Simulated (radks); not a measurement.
Question: These are the eigenvalues of the occupied orbitals of an atom or ion with whole-number occupations (hartree). Method: non-relativistic Kohn-Sham, PBE, spin-polarised, spherical densities, point nucleus; computed with a radial shooting solver on a logarithmic mesh with Libxc functionals.

1s down: -710.4105
1s up: -710.4099
2s up: -98.83585
2s down: -98.81651
2p up: -91.04912
2p down: -91.03521
3s up: -16.94341
3s down: -16.93430
3p up: -13.95223
3p down: -13.94153
3d up: -8.47440
3d down: -8.45726
4s up: -2.50732
4s down: -2.40123
4p up: -1.66561
4p down: -1.55057
4d up: -0.42559

Which element is it, and in what charge state? The configuration may be excited. Open shells, if any, are filled with parallel spins first.

Answer: Z = 42, molybdenum, charge +1: Mo+ in [Kr] 4d5. The list shows which subshells hold electrons but not how many an open one holds; the 1s level, -710.41 hartree, gives Z - s = 37.7 by -(Z - s)^2/2, which with screening narrows Z to a few neighbours, and the depths of the outer levels then fix element, charge and occupations together.
